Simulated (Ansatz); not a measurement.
Job for Ansatz (a program for electronic structure): R-wB97X-V/def2-TZVPPD on CH3I (SMILES CI) with ghost functions. Elements past Kr take the def2 small-core potentials; no spin–orbit coupling. Files ending in .json are basis or fitting sets from the Basis Set Exchange.

Ansatz 0.2 input:
```yaml
crystal:
  periodic: [false, false, false]
  atoms:
    - {symbol: C, position_ang: [1.57313081, -0.84335101, 3.77882438]}
    - {symbol: I, position_ang: [0.86105970, 1.12350394, 4.30884203]}
    - {symbol: H, position_ang: [1.21202640, -1.52884790, 4.53659620]}
    - {symbol: H, position_ang: [1.16847929, -1.07623622, 2.80040813]}
    - {symbol: H, position_ang: [2.65586688, -0.79832241, 3.76548303]}
basis:
  gaussian:
    orbitals: def2-TZVPPD.json
    ghost_atoms:
      - {symbol: C, position_ang: [-0.36684336, -0.09415075, 0.76662074]}
      - {symbol: C, position_ang: [-0.26250146, -1.05475692, 0.05944209]}
      - {symbol: H, position_ang: [-0.44791120, 0.75045712, 1.40921915]}
      - {symbol: H, position_ang: [-0.17604532, -1.90233454, -0.57582001]}
hamiltonian:
  xc: {name: wB97X-V}
scf: {lower_state_search: off}
```

Q: Give the final energy of this run.

A: -337.6089 hartree.

Q: How many basis functions does it have, and what does it roughly cost on one machine?

A: 255 functions; around 14 core-seconds (rough).
